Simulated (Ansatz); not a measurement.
```yaml
crystal:
  periodic: [false, false, false]
  atoms:
    - {symbol: O, position_ang: [-0.315977, -1.919407, -2.270679]}
    - {symbol: Si, position_ang: [0.581687, -0.871637, -2.859916]}
    - {symbol: O, position_ang: [2.023936, -1.218973, -2.909783]}
    - {symbol: O, position_ang: [-0.238977, -0.282990, -4.593164]}
    - {symbol: O, position_ang: [0.189807, 0.757212, -2.188811]}
    - {symbol: Sn, position_ang: [0.869540, 1.233199, -0.182286]}
    - {symbol: F, position_ang: [2.201792, 1.967608, -0.443967]}
    - {symbol: O, position_ang: [-0.614384, 2.210091, 0.658476]}
    - {symbol: Si, position_ang: [-0.824582, 2.213447, 2.253723]}
    - {symbol: O, position_ang: [-1.718488, 3.381692, 2.564376]}
    - {symbol: O, position_ang: [0.556320, 2.239060, 2.971330]}
    - {symbol: O, position_ang: [-1.696146, 0.649787, 2.492028]}
    - {symbol: O, position_ang: [1.109181, -0.222309, 0.994341]}
    - {symbol: Si, position_ang: [-0.055697, -1.588669, 1.037513]}
    - {symbol: O, position_ang: [-1.219686, -1.124126, 0.192204]}
    - {symbol: O, position_ang: [-0.242234, -1.743302, 2.533179]}
    - {symbol: O, position_ang: [0.567007, -2.834073, 0.443694]}
    - {symbol: H, position_ang: [0.074656, -2.463113, -1.785037]}
    - {symbol: H, position_ang: [2.659982, -0.951937, -3.355640]}
    - {symbol: H, position_ang: [-0.835387, 0.325335, -4.531194]}
    - {symbol: H, position_ang: [-1.162408, 4.297133, 2.495202]}
    - {symbol: H, position_ang: [1.331303, 1.457599, 3.163063]}
    - {symbol: H, position_ang: [-2.072569, 0.338332, 1.761232]}
    - {symbol: H, position_ang: [-1.211695, -1.440037, -0.772668]}
    - {symbol: H, position_ang: [-0.595989, -1.078874, 3.209106]}
    - {symbol: H, position_ang: [1.459571, -3.273806, 0.826834]}
basis:
  gaussian: {orbitals: x2c-TZVPPall, final_grid: {core_spheres: 5, valence_spheres: 4, degree: 11}, nuclear_model: gaussian}
hamiltonian: {xc: {name: wB97X-V}}
relax: {f_tol: 0.001, max_steps: 1}
output: {forces: true}
```

```sh
$ ansatz run in.yaml --threads 6 --pin off --events-out ev --progress --plain --max-ram 174080MiB --backend cuda --devices 0, --max-vram 75GiB
```

It prints (some lines left out):

```
Functional definition: wB97X-V
4041 factors; their error is unknown
868 factors; integrals over basis functions are off by at most 5.4e-7 eV
mean field evaluation 1: about -219169.0362 eV, gradient 1.5e2 eV
mean field evaluation 2: about -219166.7457 eV, gradient 1.6e2 eV
mean field evaluation 4: about -219202.9997 eV, gradient 6.6e0 eV
mean field evaluation 8: about -219203.0902 eV, gradient 1.9e0 eV
mean field evaluation 16: about -219203.4286 eV, gradient 1.7e-2 eV
mean field -219203.42863581 eV, -8055.5774209455 hartree, gradient 2.7e-5 eV, S^2 0.000000; 0 other end points of the search recorded, 0 dependent functions left out
reference -219203.42863204 eV, -8055.5774208072 hartree; 103, 103 occupied and 612, 612 virtual orbitals, 4041 factors
relax step   1: F+E_penalty+E_count = -219203.42863581 eV  Δ(F+E_penalty+E_count) = +0.000e0 eV  max|allowed force component| = 2.373e1 eV/Å  Δτ_max = 0.0000 Å  (42 SCF iters, accepted)
Error: geometry relaxation did not converge after 1 steps: max|allowed force component| = 2.37e1 eV/Å (threshold 1.0e-3). Raise `relax.max_steps` over both its present limit and 1, loosen `relax.f_tol`, or start from a geometry closer to equilibrium. Where this run's directory can be resumed (`checkpoint.write`), a resume goes on for up to `relax.max_steps` more
```

(1) What is wrong with this run?

Results:

(1) The relaxation is allowed too few steps for its threshold. No converged result was reached.
